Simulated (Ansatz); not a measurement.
CH5AlOSi, SMILES `C1[O][AlH][SiH2]1`. The species carries charge 0 and has multiplicity 1.

Cartesian coordinates in Å:
```
C -0.2727 -0.7053 0.7724
O -1.0517 -1.0009 -0.4021
Al -0.5732 0.1522 -1.5899
Si 0.8205 0.8066 0.2625
H 0.3230 -1.5813 1.0496
H -0.9405 -0.4788 1.6102
H -1.1554 0.2316 -3.0588
H 2.2860 0.5366 0.2961
H 0.5640 2.0393 1.0600
```

(1) List the harmonic frequencies (cm⁻¹, unscaled) at PBE0-D4/def2-TZVP in Ansatz. (Best estimate.)

(2) Is this a minimum?

(3) Give the ideal-gas thermochemistry at 298.15 K and 1 bar (rigid rotor, harmonic oscillator; point group Cs, symmetry number 1).

(4) And at 400, 500, 600, 800 and 1000 K?

## Answers

(1) Ansatz gave: 141, 346, 371, 417, 466, 537, 567, 635, 711, 784, 834, 934, 1005, 1211, 1253, 1470, 1937, 2197, 2208, 3034, 3082.

(2) Yes, all 21 modes are real.

(3) Zero-point energy 144.4 kJ/mol; H(298) − E = 161.7 kJ/mol; entropy 310.7 J/(mol·K), of which translation 164.7, rotation 107.6, vibration 38.4; G(298) − E = 69.0 kJ/mol.

(4) 
```tsv
T (K)	H − E (kJ/mol)	S (J/mol/K)	G − E (kJ/mol)
400	172.2	341.0	35.8
500	184.3	367.9	0.4
600	197.7	392.3	-37.7
800	227.5	435.0	-120.5
1000	260.1	471.4	-211.3
```
